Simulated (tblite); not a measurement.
Isomers of C6H5FO2S. Computed with GFN2-xTB (tblite): harmonic, unscaled wavenumbers at the GFN2-xTB geometry, gas phase. This tight-binding method is rough: wavenumbers can miss measured ones by several per cent, in bad cases by 10 to 20. One conformer each.

Electronic energies: GFN2-xTB at the same geometries; isomer energies are rough at this level and their order can be wrong.

| SMILES | electronic energy, lowest = 0 (kJ/mol) |
| --- | --- |
| COc1csc(C(=O)F)c1 | 41.1 |
| O=S(=O)(F)c1ccccc1 | 0.0 |
| COc1ccsc1C(=O)F | 40.4 |

**Question.** How do GFN2-xTB zero-point energies change the relative energies?

**Answer.** 
| SMILES | ZPE (kJ/mol) | of it from modes above 1550 cm⁻¹ | electronic (kJ/mol) | with ZPE, lowest = 0 (kJ/mol) | lowest mode (cm⁻¹) | rings |
| --- | --- | --- | --- | --- | --- | --- |
| O=S(=O)(F)c1ccccc1 | 260.0 | 111.9 | 0.0 | 0.0 | 33 | 1 |
| COc1ccsc1C(=O)F | 257.0 | 102.0 | 40.4 | 37.4 | 60 | 1 |
| COc1csc(C(=O)F)c1 | 256.6 | 111.5 | 41.1 | 37.7 | 65 | 1 |

The zero-point energies span 3.4 kJ/mol, from `COc1csc(C(=O)F)c1` to `O=S(=O)(F)c1ccccc1`. The order is unchanged.

**Question.** What do entropy and thermal enthalpy add at 298.15 K and 1 bar (rigid rotor, harmonic oscillator, one conformer each)?

**Answer.** 
```
            SMILES  point group  symmetry number  S (J/(mol K))  H − H(0) (kJ/mol)  ZPE + H − H(0) − TS (kJ/mol)
O=S(=O)(F)c1ccccc1           Cs                1          396.6              26.01                         167.8
   COc1ccsc1C(=O)F           Cs                1          408.4              27.86                         163.1
 COc1csc(C(=O)F)c1           Cs                1          408.8              27.87                         162.6
```
